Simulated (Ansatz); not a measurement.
Start from `CO[Si]1(F)CO1` and change one atom or group to get `O[Si]1(F)CO1`.

Ansatz, PBE0-D4/def2-TZVP geometries, multiplicity 1. Each molecule was computed in one conformer, which needn't be the lowest.

```json
{"property": "HOMO energy (PBE/def2-TZVPP) / eV", "`CO[Si]1(F)CO1`": "-6.33"}
{"property": "LUMO energy (PBE0/def2-TZVPP) / eV", "`CO[Si]1(F)CO1`": "0.36"}
{"property": "HOMO–LUMO gap (B3LYP/def2-TZVPP) / eV", "`CO[Si]1(F)CO1`": "7.57"}
{"property": "HOMO–LUMO gap (PBE0/def2-TZVPP) / eV", "`CO[Si]1(F)CO1`": "8.10"}
{"property": "HOMO–LUMO gap (PBE/def2-TZVPP) / eV", "`CO[Si]1(F)CO1`": "5.68"}
{"property": "LUMO energy (PBE/def2-TZVPP) / eV", "`CO[Si]1(F)CO1`": "-0.65"}
```

Q: Give the same properties after the change, and the shifts. (Best estimate.)

A: The calculation gave: 
```json
{"property": "HOMO energy (PBE/def2-TZVPP) / eV", "`O[Si]1(F)CO1`": "-6.56", "shift": "-0.23"}
{"property": "LUMO energy (PBE0/def2-TZVPP) / eV", "`O[Si]1(F)CO1`": "0.02", "shift": "-0.34"}
{"property": "HOMO–LUMO gap (B3LYP/def2-TZVPP) / eV", "`O[Si]1(F)CO1`": "7.43", "shift": "-0.14"}
{"property": "HOMO–LUMO gap (PBE0/def2-TZVPP) / eV", "`O[Si]1(F)CO1`": "8.01", "shift": "-0.09"}
{"property": "HOMO–LUMO gap (PBE/def2-TZVPP) / eV", "`O[Si]1(F)CO1`": "5.61", "shift": "-0.07"}
{"property": "LUMO energy (PBE/def2-TZVPP) / eV", "`O[Si]1(F)CO1`": "-0.95", "shift": "-0.30"}
```

With PBE0 the HOMO falls by 0.24 eV and the LUMO falls by 0.34 eV, so the gap narrows by about 0.10 eV. PBE moves the HOMO by -0.23 eV and ωB97M-V by -0.25 eV.

B3LYP here is the variant with VWN-RPA as its local correlation; programs differ in this.
